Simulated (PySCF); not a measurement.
**Radial density of Co²⁺ (cobalt, charge +2)**

wB97M-V, [Ar] 3d6 4s1, high-spin 6D determinant (an excited configuration). All numbers are calculated (PySCF 2.14, the non-relativistic Hamiltonian (point nucleus), in def2-QZVPPD).

```json
{"r (bohr)": "0.000999", "4πr²ρ (e/bohr)": "0.1590", "4πr²(ρα − ρβ)": "0.0001"}
{"r (bohr)": "0.00168", "4πr²ρ (e/bohr)": "0.4334", "4πr²(ρα − ρβ)": "0.0002"}
{"r (bohr)": "0.00283", "4πr²ρ (e/bohr)": "1.153", "4πr²(ρα − ρβ)": "0.0006"}
{"r (bohr)": "0.00475", "4πr²ρ (e/bohr)": "2.939", "4πr²(ρα − ρβ)": "0.0016"}
{"r (bohr)": "0.00799", "4πr²ρ (e/bohr)": "6.981", "4πr²(ρα − ρβ)": "0.0038"}
{"r (bohr)": "0.0134", "4πr²ρ (e/bohr)": "14.73", "4πr²(ρα − ρβ)": "0.0079"}
{"r (bohr)": "0.0226", "4πr²ρ (e/bohr)": "25.55", "4πr²(ρα − ρβ)": "0.0128"}
{"r (bohr)": "0.0380", "4πr²ρ (e/bohr)": "32.40", "4πr²(ρα − ρβ)": "0.0128"}
{"r (bohr)": "0.0640", "4πr²ρ (e/bohr)": "27.96", "4πr²(ρα − ρβ)": "0.0083"}
{"r (bohr)": "0.108", "4πr²ρ (e/bohr)": "27.30", "4πr²(ρα − ρβ)": "0.0620"}
{"r (bohr)": "0.181", "4πr²ρ (e/bohr)": "36.57", "4πr²(ρα − ρβ)": "0.3774"}
{"r (bohr)": "0.304", "4πr²ρ (e/bohr)": "21.15", "4πr²(ρα − ρβ)": "1.5939"}
{"r (bohr)": "0.512", "4πr²ρ (e/bohr)": "16.02", "4πr²(ρα − ρβ)": "3.9480"}
{"r (bohr)": "0.861", "4πr²ρ (e/bohr)": "15.01", "4πr²(ρα − ρβ)": "3.6683"}
{"r (bohr)": "1.45", "4πr²ρ (e/bohr)": "3.535", "4πr²(ρα − ρβ)": "1.5033"}
{"r (bohr)": "2.44", "4πr²ρ (e/bohr)": "0.6902", "4πr²(ρα − ρβ)": "0.5924"}
{"r (bohr)": "4.10", "4πr²ρ (e/bohr)": "0.05998", "4πr²(ρα − ρβ)": "0.0587"}
{"r (bohr)": "6.90", "4πr²ρ (e/bohr)": "0.0004290", "4πr²(ρα − ρβ)": "0.0004"}
```
